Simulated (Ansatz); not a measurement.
C3H11NSn⁺, that is Sn(NH2)Me3 with one electron fewer. Total charge 1; doublet. Geometry PBE0-D4/def2-SVP, that of the neutral singlet; atoms count from 1.

Cartesian coordinates in Å:
```
Sn 0.064 0.110 -0.009
N 1.256 1.784 -0.095
H 1.939 1.754 -0.851
H 1.780 1.949 0.763
C -1.266 0.450 1.644
H -2.067 -0.304 1.654
H -1.720 1.447 1.550
H -0.725 0.396 2.600
C 1.177 -1.720 0.273
H 0.491 -2.580 0.301
H 1.736 -1.689 1.219
H 1.889 -1.869 -0.552
C -0.996 0.071 -1.877
H -0.299 -0.054 -2.718
H -1.542 1.016 -2.009
H -1.716 -0.760 -1.894
```

In the def2 sets Sn takes a core potential; there is no spin–orbit coupling.

Problem. Estimate the Mulliken populations from the PBE0/def2-TZVP orbitals of Ansatz.

Solution. 
```csv
atom,charge (e),spin (α − β)
Sn1,0.87,-0.06
N2,-0.44,0.72
H3,0.30,-0.02
H4,0.30,-0.02
C5,-0.60,0.01
H6,0.18,0.00
H7,0.18,0.00
H8,0.17,0.00
C9,-0.52,0.33
H10,0.21,0.01
H11,0.20,0.00
H12,0.19,0.00
C13,-0.60,0.02
H14,0.17,0.00
H15,0.19,0.00
H16,0.18,0.00
```
Mulliken values depend strongly on the basis.

Problem. Where does the spin sit?

Solution. Summed by element: Sn -0.06, N 0.72, H -0.03, C 0.36, of 1 unpaired in all. Largest on single atoms: N2 0.72, C9 0.33, Sn1 -0.06.

Problem. And the Mayer bond orders between heavy atoms (over 0.3)?

Solution. Sn1–N2 0.78 (2.06 Å); Sn1–C5 0.97 (2.15 Å); Sn1–C9 0.77 (2.16 Å); Sn1–C13 0.96 (2.15 Å).
